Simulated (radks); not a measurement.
Results of a calculation; reference values are marked as such.
Valence configurations of the gold ion Au+ (all share [Xe]). Code: a radial shooting solver on a logarithmic mesh with Libxc functionals. Model: scalar-relativistic Kohn-Sham, LDA (Slater exchange, Perdew-Wang correlation), spin-polarised, spherical densities, point nucleus; open shells are filled with parallel spins first (spin-orbit coupling, left out, can overturn this in heavy ions). Order these by energy: 4f14 5d9.5 6s0.5; 4f14 5d8 6s1 6p1; 4f13 5d10 6s1; 4f13.5 5d10 6s0.5; 4f14 5d10; 4f14 5d9 6s1; 4f14 5d8 6p2; 4f14 5d7 6s2 6p1; 4f14 5d9 6p1; 4f13.5 5d10 6p0.5.

Answer. From the lowest, in eV above it: 4f14 5d10 0.000; 4f14 5d9.5 6s0.5 1.039; 4f14 5d9 6s1 2.145; 4f14 5d9 6p1 9.435; 4f14 5d8 6s1 6p1 12.501; 4f14 5d7 6s2 6p1 18.110; 4f14 5d8 6p2 20.569; 4f13.5 5d10 6s0.5 39.842; 4f13.5 5d10 6p0.5 43.338; 4f13 5d10 6s1 82.867. NIST lists [Xe] 4f14 5d10 as the ground configuration; this level of theory agrees among the configurations tried. The energies are those of spherical high-spin densities, not of single terms.
